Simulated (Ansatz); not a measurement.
`N/C=C(\F)[SiH3]` + CH₄ → `C/C=C(\F)[SiH3]` + NH₃ at 298.15 K and 1 bar (formal exchange of groups at a C–N bond).

Isolated molecules relaxed with PBE0-D4/def2-TZVP in Ansatz; ΔE leaves out vibrations. CBS: MP2 limit from def2 TZ/QZ plus the TZ coupled-cluster correction, frozen cores. This one scheme is used for every species. Double bonds are as drawn, so ΔE can hold a change between cis and trans. One conformer a species, not always the lowest.

```
          species  CCSD(T)/CBS energy (Eh)  H − E (kJ/mol)  S (J/(mol·K))
`N/C=C(\F)[SiH3]`               -523.25198           223.1          334.1
              CH₄                -40.46206           127.4          186.2
`C/C=C(\F)[SiH3]`               -507.20796           250.8          341.7
              NH₃                -56.50880           100.5          192.4
```

H − E and S are ideal-gas, rigid-rotor, harmonic terms from PBE0-D4/def2-TZVP, for one conformer and one mirror image of each species. 1 Eh = 2625.50 kJ/mol, R = 8.31446 J/(mol·K).

Q: By hand: ΔE, ΔH, ΔS and ΔG.

A: ΔE = (-507.20796) + (-56.50880) − (-523.25198) − (-40.46206) = -0.00272 Eh = -7.1 kJ/mol. Δ(H − E) = 250.8 + 100.5 − 223.1 − 127.4 = 0.8, so ΔH = -6.3 kJ/mol. ΔS = 341.7 + 192.4 − 334.1 − 186.2 = 13.8 J/(mol·K). ΔG = -6.3 − 298.15 × (13.8)/1000 = -10.4 kJ/mol.

Q: By hand: the equilibrium constant, and the temperature at which ΔG would vanish if ΔH and ΔS stayed fixed.

A: log₁₀ K = −ΔG/(RT ln 10) = 1.8. ΔH and −TΔS have one sign here, so there is no such temperature.

TΔS isn't small against ΔH here. A doubt of 5 kJ/mol in ΔE shifts log₁₀ K by 0.9 here. Other conformers and mirror images would add mixing entropy, several J/(mol·K) or more a flexible species. These are equilibria of isolated gas molecules and say nothing of rates. Largest T1 diagnostic: 0.013 (customary marks: 0.02 for closed shells, 0.045 for open ones).
